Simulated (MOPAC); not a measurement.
MOPAC input (MNDO):

```
MNDO 1SCF UHF MS=0.5 GEO-OK AUX(PRECISION=9) THREADS=1
HO3S

O     0.43423239 1   -0.69934071 1   -1.18515025 1
S    -0.28043456 1    0.01828149 1    0.09132429 1
O     0.26531555 1   -0.57106084 1    1.29921777 1
O    -0.22585736 1    1.43341129 1   -0.18149112 1
H     0.69742826 1   -1.59658158 1   -0.92180003 1
```

From the last part of the output:

```
                                                       MOPAC v23.2.5 Linux

          FINAL HEAT OF FORMATION =          8.34809 KCAL/MOL =      34.92841 KJ/MOL

          COSMO AREA              =         87.18 SQUARE ANGSTROMS
          COSMO VOLUME            =         69.60 CUBIC ANGSTROMS

          IONIZATION POTENTIAL    =         11.743638 EV
          ALPHA SOMO LUMO (EV)    =        -11.744 -0.111
          BETA  SOMO LUMO (EV)    =        -11.785 -2.774
          NO. OF ALPHA ELECTRONS  =         13
          NO. OF BETA  ELECTRONS  =         12
          MOLECULAR WEIGHT        =         81.0661         POINT GROUP:  C1

          MOLECULAR DIMENSIONS (Angstroms)

            Atom       Atom       Distance
            H     5    O     4     3.25290
            O     3    O     1     2.38328
            H     5    S     2     0.43435

          SCF CALCULATIONS        =          1

   ATOM   CHEMICAL          X               Y               Z
  NUMBER   SYMBOL      (ANGSTROMS)     (ANGSTROMS)     (ANGSTROMS)

     1       O          0.43423239  *  -0.69934071  *  -1.18515025  *
     2       S         -0.28043456  *   0.01828149  *   0.09132429  *
     3       O          0.26531555  *  -0.57106084  *   1.29921777  *
     4       O         -0.22585736  *   1.43341129  *  -0.18149112  *
     5       H          0.69742826  *  -1.59658158  *  -0.92180003  *

                             CARTESIAN COORDINATES

   1    O        0.434232390    -0.699340710    -1.185150250
   2    S       -0.280434560     0.018281490     0.091324290
   3    O        0.265315550    -0.571060840     1.299217770
   4    O       -0.225857360     1.433411290    -0.181491120
   5    H        0.697428260    -1.596581580    -0.921800030

           Empirical Formula: H O3 S  =     5 atoms

      MOLECULAR POINT GROUP   :   C1

          ALPHA EIGENVALUES
 -42.40210 -40.82634 -40.17439 -24.20583 -20.08738 -18.29423 -17.68356 -16.62110
 -14.32259 -13.54464 -13.31622 -13.12709 -11.74364  -0.11082   1.58783   3.07036
   4.38345

           BETA EIGENVALUES
 -41.83444 -39.83004 -39.49979 -23.31138 -19.63354 -17.54024 -16.97622 -16.09105
 -13.84672 -13.07380 -12.78065 -11.78535  -2.77357   0.15489   1.96517   3.84500
   4.73389

              NET ATOMIC CHARGES AND DIPOLE CONTRIBUTIONS

  ATOM NO.   TYPE          CHARGE      No. of ELECS.   s-Pop       p-Pop
    1          O          -0.467448        6.4674     1.86683     4.60062
    2          S           1.430772        4.5692     1.61992     2.94931
    3          O          -0.641453        6.6415     1.94337     4.69808
    4          O          -0.543810        6.5438     1.93948     4.60433
    5          H           0.221939        0.7781     0.77806
 DIPOLE           X         Y         Z       TOTAL
 POINT-CHG.    -2.386    -1.991    -1.223     3.340
 HYBRID         1.136    -0.297     0.347     1.225
 SUM           -1.250    -2.288    -0.876     2.750

          ATOMIC ORBITAL ELECTRON POPULATIONS

     Atom    s        px        py        pz
    1  O   1.86683   1.81007   1.32248   1.46806
    2  S   1.61992   1.14870   0.92277   0.87784
    3  O   1.94337   1.63643   1.73677   1.32488
    4  O   1.93948   1.61452   1.12578   1.86403
    5  H   0.77806

                    (SZ)    =    0.500000
                    (S**2)  =    0.780084

          ATOMIC ORBITAL SPIN POPULATIONS

    Atom   Total    s     px     py     pz
         Atomic
    1  O  0.1088  0.001  0.064 -0.000  0.044
    2  S  0.2173  0.092  0.140  0.003 -0.017
    3  O  0.2704 -0.002  0.246 -0.014  0.040
    4  O  0.4069  0.000  0.302  0.104  0.000
    5  H -0.0033 -0.003

 **********************
 *                    *
 * JOB ENDED NORMALLY *
 *                    *
 **********************

 == MOPAC DONE ==
```

The geometry given is a B3LYP-D3(BJ)/def2-TZVP minimum.
